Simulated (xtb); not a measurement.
A run for xtb: GFN2-xTB on CH5GaO (SMILES C[O][GaH2]), a point of a torsion scan.

```
$ xtb mol.xyz --gfn 2 --opt vtight --chrg 0 --uhf 0 --input xcontrol
8

C      1.21205216     0.05720308     0.00252879
O      0.19040882    -0.84908803    -0.22426437
Ga    -0.11335480    -1.53563260    -1.76970384
H      0.97214181     1.08426793    -0.30266978
H      1.45010775     0.05878010     1.09240748
H      2.08149128    -0.28207522    -0.59533408
H      1.06751369    -1.85644392    -2.90126267
H     -1.42542837    -0.96425649    -2.65232142
$constrain
  force constant=1.0
  dihedral: 4,1,2,3,80.0
$end
```

Program output:

```
[...]
           -------------------------------------------------
          |                Calculation Setup                |
           -------------------------------------------------



           -------------------------------------------------
          |                 G F N 2 - x T B                 |
           -------------------------------------------------

        Reference                      10.1021/acs.jctc.8b01176
      * Hamiltonian:
        H0-scaling (s, p, d)           1.850000    2.230000    2.230000
        zeta-weighting                 0.500000
      * Dispersion:
        s8                             2.700000
        a1                             0.520000
        a2                             5.000000
        s9                             5.000000
      * Repulsion:
        kExp                           1.500000    1.000000
        rExp                           1.000000
      * Coulomb:
        alpha                          2.000000
        third order                    shell-resolved
        anisotropic                    true
        a3                             3.000000
        a5                             4.000000
        cn-shift                       1.200000
        cn-exp                         4.000000
        max-rad                        5.000000


          ...................................................
          :                      SETUP                      :
          :.................................................:
          :  # basis functions                  23          :
          :  # atomic orbitals                  22          :
          :  # shells                           12          :
          :  # electrons                        18          :
          :  max. iterations                   250          :
          :  Hamiltonian                  GFN2-xTB          :
          :  restarted?                      false          :
          :  GBSA solvation                  false          :
          :  PC potential                    false          :
          :  electronic temp.          300.0000000     K    :
          :  accuracy                    1.0000000          :
          :  -> integral cutoff          0.2500000E+02      :
          :  -> integral neglect         0.1000000E-07      :
          :  -> SCF convergence          0.1000000E-05 Eh   :
          :  -> wf. convergence          0.1000000E-03 e    :
          :  Broyden damping             0.4000000          :
          :  net charge                          0          :
          :  unpaired electrons                  0          :
          ...................................................

 iter      E             dE          RMSdq      gap      omega  full diag
   1     -9.9292223 -0.992922E+01  0.168E+01    3.75       0.0  T
   2     -9.9954801 -0.662578E-01  0.948E+00    3.75       1.0  T
   3     -9.9956040 -0.123878E-03  0.200E+00    3.66       1.0  T
   4     -9.9964052 -0.801251E-03  0.442E-01    3.72       1.0  T
   5     -9.9964116 -0.636727E-05  0.196E-01    3.73       1.0  T
   6     -9.9964154 -0.379749E-05  0.221E-02    3.73       1.6  T
   7     -9.9964155 -0.960823E-07  0.101E-02    3.73       3.5  T
   8     -9.9964155 -0.137892E-07  0.698E-03    3.73       5.1  T
   9     -9.9964155 -0.142310E-07  0.174E-03    3.73      20.3  T
  10     -9.9964155 -0.190669E-09  0.216E-04    3.73     164.0  T
  11     -9.9964155 -0.171759E-09  0.118E-04    3.73     300.9  T

   *** convergence criteria satisfied after 11 iterations ***

         #    Occupation            Energy/Eh            Energy/eV
      -------------------------------------------------------------
         1        2.0000           -0.6921680             -18.8348
       ...           ...                  ...                  ...
         3        2.0000           -0.5732555             -15.5991
         4        2.0000           -0.5378972             -14.6369
         5        2.0000           -0.5333100             -14.5121
         6        2.0000           -0.5091150             -13.8537
         7        2.0000           -0.4309415             -11.7265
         8        2.0000           -0.4259832             -11.5916
         9        2.0000           -0.4189653             -11.4006 (HOMO)
        10                         -0.2819360              -7.6719 (LUMO)
        11                         -0.1286674              -3.5012
        12                         -0.0902718              -2.4564
        13                         -0.0886318              -2.4118
        14                         -0.0127424              -0.3467
       ...                                ...                  ...
        22                          1.0088137              27.4512
      -------------------------------------------------------------
                  HL-Gap            0.1370293 Eh            3.7288 eV
             Fermi-level           -0.3504506 Eh           -9.5362 eV

 SCC (total)  
[...]
eV
             Fermi-level           -0.3265766 Eh           -8.8866 eV

 SCC (total)                   0 d,  0 h,  0 min,  0.002 sec
 SCC setup                      ...        0 min,  0.000 sec (  2.524%)
 Dispersion                     ...        0 min,  0.000 sec (  0.875%)
 classical contributions        ...        0 min,  0.000 sec (  0.365%)
 integral evaluation            ...        0 min,  0.001 sec ( 26.804%)
 iterations                     ...        0 min,  0.001 sec ( 32.609%)
 molecular gradient             ...        0 min,  0.001 sec ( 32.954%)
 printout                       ...        0 min,  0.000 sec (  3.530%)

         :::::::::::::::::::::::::::::::::::::::::::::::::::::
         ::                     SUMMARY                     ::
         :::::::::::::::::::::::::::::::::::::::::::::::::::::
         :: total energy              -9.957110826525 Eh    ::
         :: gradient norm              0.051277268638 Eh/a0 ::
         :: HOMO-LUMO gap              4.856794015403 eV    ::
         ::.................................................::
         :: SCC energy               -10.029457024471 Eh    ::
         :: -> isotropic ES            0.037251512025 Eh    ::
         :: -> anisotropic ES          0.003783834071 Eh    ::
         :: -> anisotropic XC          0.001566244787 Eh    ::
         :: -> dispersion             -0.002919083758 Eh    ::
         :: repulsion energy           0.072342076018 Eh    ::
         :: add. restraining           0.000004121928 Eh    ::
         :: total charge               0.000000000000 e     ::
         :::::::::::::::::::::::::::::::::::::::::::::::::::::

           -------------------------------------------------
          |                Property Printout                |
           -------------------------------------------------

    * Orbital Energies and Occupations

         #    Occupation            Energy/Eh            Energy/eV
      -------------------------------------------------------------
         1        2.0000           -0.6826181             -18.5750
         2        2.0000           -0.6256805             -17.0256
         3        2.0000           -0.5652964             -15.3825
         4        2.0000           -0.5264235             -14.3247
         5        2.0000           -0.5254969             -14.2995
         6        2.0000           -0.5035563             -13.7025
         7        2.0000           -0.4369897             -11.8911
         8        2.0000           -0.4265411             -11.6068
         9        2.0000           -0.4158186             -11.3150 (HOMO)
        10                         -0.2373347              -6.4582 (LUMO)
        11                         -0.1677520              -4.5648
        12                         -0.1025855              -2.7915
        13                         -0.0565677              -1.5393
        14                          0.0147091               0.4003
        15                          0.0410483               1.1170
        16                          0.1086435               2.9563
        17                          0.1410924               3.8393
        18                          0.2148317               5.8459
        19                          0.2278626               6.2005
        20                          0.4070677              11.0769
       ...                                ...                  ...
        22                          1.1177133              30.4145
      -------------------------------------------------------------
                  HL-Gap            0.1784839 Eh            4.8568 eV
             Fermi-level           -0.3265766 Eh           -8.8866 eV

     #   Z          covCN         q      C6AA      α(0)
     1   6 C        3.625     0.049    20.180     6.473
     2   8 O        1.608    -0.341    19.757     5.999
     3  31 Ga       2.577     0.181   214.132    32.816
     4   1 H        0.924     0.048     2.344     2.394
     5   1 H        0.924     0.047     2.357     2.401
     6   1 H        0.924     0.048     2.350     2.397
     7   1 H        0.907    -0.016     3.364     2.869
     8   1 H        0.907    -0.016     3.348     2.862

 Mol. C6AA /au·bohr⁶  :        978.555484
 Mol. C8AA /au·bohr⁸  :      50413.171608
 Mol. α(0) /au        :         58.211318


Wiberg/Mayer (AO) data.
largest (>0.10) Wiberg bond orders for each atom

 ---------------------------------------------------------------------------
     #   Z sym  total        # sym  WBO       # sym  WBO       # sym  WBO
 ---------------------------------------------------------------------------
     1   6 C    3.945 --     4 H    0.981     5 H    0.980     6 H    0.979
                             2 O    0.952
     2   8 O    2.383 --     3 Ga   1.324     1 C    0.952
     3  31 Ga   2.954 --     2 O    1.324     8 H    0.787     7 H    0.787
     4   1 H    0.998 --     1 C    0.981
     5   1 H    0.998 --     1 C    0.980
     6   1 H    0.998 --     1 C    0.979
     7   1 H    1.000 --     3 Ga   0.787     8 H    0.164
     8   1 H    1.000 --     3 Ga   0.787     7 H    0.164
 ---------------------------------------------------------------------------

Topologies differ in total number of bonds
Writing topology from bond orders to xtbtopo.mol

molecular dipole:
                 x           y           z       tot (Debye)
 q only:        0.096       0.074       0.131
   full:        0.065       0.023       0.087       0.282
molecular quadrupole (traceless):
                xx          xy          yy          xz          yz          zz
 q only:       -0.131       1.424      -0.192       1.718       1.444       0.323
  q+dip:        0.272       0.722      -0.265       0.950       1.344      -0.006
   full:       -1.840       1.723       0.948       1.370      -0.929       0.892

           -------------------------------------------------
          |                Geometry Summary                 |
           -------------------------------------------------

      molecular mass/u    :      102.7729106
   center of mass at/Å    :        0.1180257      -0.5014780      -1.0438492
  moments of inertia/u·Å² :        0.7042693E+01   0.1483206E+03   0.1521056E+03
rotational constants/cm⁻¹ :        0.2393635E+01   0.1136567E+00   0.1108285E+00

 * 7 selected distances

     #   Z          #   Z                                           value/Å
     1   6 C        2   8 O                                       1.4138298
     2   8 O        3  31 Ga                                      1.6926045 (max)
     1   6 C        4   1 H                                       1.0925087 (min)
     1   6 C        5   1 H                                       1.0971204
     1   6 C        6   1 H                                       1.0958005
     3  31 Ga       7   1 H                                       1.5457245
     3  31 Ga       8   1 H                                       1.5438346

 * 4 distinct bonds (by element types)

   Z      Z             #   av. dist./Å        max./Å        min./Å
   1 H    6 C           3     1.0951432     1.0971204     1.0925087
   6 C    8 O           1     1.4138298     1.4138298     1.4138298
   1 H   31 Ga          2     1.5447796     1.5457245     1.5438346
   8 O   31 Ga          1     1.6926045     1.6926045     1.6926045


optimized geometry written to: xtbopt.xyz


           -------------------------------------------------
          | TOTAL ENERGY               -9.957110826525 Eh   |
          | GRADIENT NORM               0.051277268638 Eh/α |
          | HOMO-LUMO GAP               4.856794015403 eV   |
Note: The following floating-point exceptions are signalling: IEEE_UNDERFLOW_FLAG IEEE_DENORMAL
normal termination of xtb
           -------------------------------------------------

------------------------------------------------------------------------
------------------------------------------------------------------------
 total:
 SCF:
 ANC optimizer:
```

The run did not converge; its last values are not results.

Warnings raised: the energy holds the restraint's term.

Cost: very roughly 0.6 core-seconds.
